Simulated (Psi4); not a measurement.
C6H7 (SMILES [C]1=CCCC=C1), doublet, at a GFN2-xTB geometry. Base run: SVWN/3-21G (Psi4).

Geometry (Å):
```xyz
13

C      0.5974    -1.2439     0.4119
C     -0.7092    -1.2211     0.3714
C     -1.3469    -0.0305    -0.3440
C     -0.5310     1.2286    -0.0389
C      0.9445     1.0011    -0.2088
C      1.4747    -0.2163    -0.0234
H     -1.3557    -1.9880     0.7643
H     -1.3516    -0.2251    -1.4218
H     -2.3783     0.0926    -0.0130
H     -0.8579     2.0437    -0.6875
H     -0.7155     1.5387     0.9980
H      1.5586     1.8490    -0.4756
H      2.5244    -0.4180    -0.1730
```
Charge 0, spin multiplicity 2.
Orbitals are unrestricted.
All else is at Psi4's defaults (density fitting; Cartesian or spherical functions as each basis is defined).

The base run was repeated with changes; each row names its change, and settings that it needs were set with it.

```tsv
change	basis functions	E (Eh)	dipole (D)	core-seconds (rough)
base	68	-230.12650	1.51	20
basis = STO-3G	…	…	…	8
basis = 6-31G	68	-231.32633	1.47	10
basis = pcseg-1	119	…	1.60	30
basis = cc-pVDZ	119	-231.38824	1.45	30
basis = 6-311G**	150	-231.44705	1.49	40
basis = 6-311++G**	181	-231.44992	1.63	60
basis = aug-cc-pVDZ	201	-231.40290	1.60	70
basis = aug-pcseg-1	201	…	…	80
basis = def2-TZVP	…	…	1.57	80
basis = pcseg-2	278	-231.47435	1.59	100
basis = def2-TZVPP	284	-231.47826	1.57	100
basis = def2-TZVPD	285	-231.47648	1.59	100
```

Question: Some entries are withheld; supply them.

Answer: 
- basis = STO-3G, basis functions: 37
- basis = STO-3G, E (Eh): -228.55294
- basis = STO-3G, dipole (D): 1.14
- basis = pcseg-1, E (Eh): -231.34387
- basis = aug-pcseg-1, E (Eh): -231.35227
- basis = aug-pcseg-1, dipole (D): 1.61
- basis = def2-TZVP, basis functions: 228
- basis = def2-TZVP, E (Eh): -231.47544

Totals compare only among sets that treat the same electrons; sets with core potentials leave the core out.

Open shells are given as the SCF converged; they aren't shown to be the lowest states, and a large step between rows can be another state.
